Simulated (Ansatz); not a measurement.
Consider the silylene formation by 1,1-elimination: `O[SiH](F)[SiH2]Br` → `O[Si]F` + `[SiH3]Br`.

Gas-phase electronic energies from Ansatz, PBE0-D4/def2-TZVP geometries. CCSD(T)/CBS adds triple-zeta CCSD(T) − MP2 to the extrapolated MP2 energy (def2 sets, frozen cores). This one scheme is used for every species. Functionals use def2-TZVPP. For Br outer-core shells are correlated without core-valence functions, which leaves a few kJ/mol of doubt a bond. Scalar relativity is left out up to krypton. Each species was taken in one conformer, which may not be the lowest.

```
          level  ΔE (eV)
         PBE-D4     1.36
        PBE0-D4     1.48
           PBE0     1.38
CCSD/def2-TZVPP     1.23
```

**Question.** What does CCSD(T)/CBS give? (Best estimate.)

**Answer.** Computed: +1.32 eV. The listed levels differ from it by 0.04, 0.16, 0.06, -0.09 eV.

Largest T1 diagnostic among the species: 0.015.

In def2-TZVPP, CCSD(T) changes the Hartree–Fock value by +0.09 eV (the triples alone add +0.02 eV) and MP2 by +0.18 eV. At CCSD(T), def2-SVP lies −0.22 eV from the extrapolated value and def2-TZVPP −0.07 eV.
